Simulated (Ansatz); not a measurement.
`F[Si](F)(Cl)[SiH](Cl)Cl` + `[NH2][GeH2][Cl]` → `[Cl][GeH2][NH][SiH](Cl)Cl` + `F[SiH](F)Cl`  (cleavage of the Si–Si bond)

Program: Ansatz. Geometries: PBE0-D4/def2-TZVP. ΔE: electronic, gas phase. CBS: MP2 limit from def2 TZ/QZ plus the TZ coupled-cluster correction, frozen cores. This one scheme is used for every species. DFT in def2-TZVPP. B3LYP here is the variant with VWN-RPA as its local correlation; programs differ in this. For Ge outer-core shells are correlated without core-valence functions, which leaves a few kJ/mol of doubt a bond. Scalar relativity is left out up to krypton. One conformer a species, not always the lowest.

```tsv
level	ΔE (kcal/mol)
B3LYP-D4	-19.7
SCS-MP2/def2-QZVPP	-24.3
```

(1) What does CCSD(T)/CBS give? (An estimate is asked.)

Largest T1 diagnostic among the species: 0.011.

Results:

(1) Ansatz gave: -22.3 kcal/mol. The listed levels differ from it by 2.6, -2.0 kcal/mol.

From PBE to PBE0 (25 % exact exchange), in def2-TZVPP and without D4, ΔE moves by −2.6 kcal/mol.
